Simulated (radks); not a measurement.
Results of a calculation; reference values are marked as such.
Task: These are the eigenvalues of the occupied orbitals of an atom or ion with whole-number occupations (hartree). Level of theory: scalar-relativistic Kohn-Sham, Slater X-alpha with alpha = 0.614, spin-polarised, spherical densities, finite nucleus; Fermi nuclear charge, rms radius of each element as measured or else 0.836 A^(1/3) + 0.57 fm (a radial shooting solver on a logarithmic mesh with Libxc functionals).

1s up: -2964.235
1s down: -2964.235
2s up: -524.2529
2s down: -524.2445
2p up: -453.7258
2p down: -453.7187
3s up: -125.0227
3s down: -125.0183
3p up: -104.5651
3p down: -104.5604
3d up: -82.61961
3d down: -82.61303
4s up: -28.49631
4s down: -28.48714
4p up: -21.78768
4p down: -21.77837
4d up: -13.72146
4d down: -13.71033
5s up: -5.80602
5s down: -5.74273
4f up: -4.76736
4f down: -4.75159
5p up: -4.00677
5p down: -3.93072
5d up: -1.96343
5d down: -1.87748

Which element is it, and in what charge state? The configuration may be excited. Open shells, if any, are filled with parallel spins first.

Result: Z = 79, gold, charge +4: Au4+ in [Xe] 4f14 5d7. The list shows which subshells hold electrons but not how many an open one holds; the 1s level, -2964.2 hartree, gives Z - s = 77.0 by -(Z - s)^2/2, which with screening and relativity narrows Z to a few neighbours, and the depths of the outer levels then fix element, charge and occupations together.
